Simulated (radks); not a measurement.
Isoelectronic series with 52 electrons, each ion in its NIST ground configuration. Method: scalar-relativistic Kohn-Sham, SCAN, spin-polarised, spherical densities, finite nucleus; open shells are filled with parallel spins first (spin-orbit coupling, left out, can overturn this in heavy ions); meta-GGA in the generalised Kohn-Sham scheme; Fermi nuclear charge, rms radius of each element as measured or else 0.836 A^(1/3) + 0.57 fm; computed with a radial shooting solver on a logarithmic mesh with Libxc functionals. Total energies (hartree) and mean radii <r> (bohr):

| ion | configuration | E (hartree) | 5p up | 5s down | 5s up | 4d down |
|---|---|---|---|---|---|---|
| Te | [Kr] 4d10 5s2 5p4 | -6795.65603 | 2.624 | 2.078 | 2.104 | 0.9708 |
| I+ | [Kr] 4d10 5s2 5p4 | -7117.18302 | 2.300 | 1.921 | 1.935 | 0.9192 |
| Xe2+ | [Kr] 4d10 5s2 5p4 | -7447.24988 | 2.077 | 1.787 | 1.797 | 0.8737 |
| Cs3+ | [Kr] 4d10 5s2 5p4 | -7785.8855 | 1.907 | 1.674 | 1.681 | 0.8331 |
| Ba4+ | [Kr] 4d10 5s2 5p4 | -8133.1204 | 1.771 | 1.577 | 1.582 | 0.7966 |
| La5+ | [Kr] 4d10 5s2 5p4 | -8488.9991 | 1.659 | 1.492 | 1.497 | 0.7635 |
| Ce6+ | [Kr] 4d10 5s2 5p4 | -8853.5632 | 1.563 | 1.418 | 1.422 | 0.7333 |
| Pm9+ | [Kr] 4d10 4f3 5s2 5p1 | -10000.4102 | 1.385 | 1.281 | 1.274 | 0.6738 |
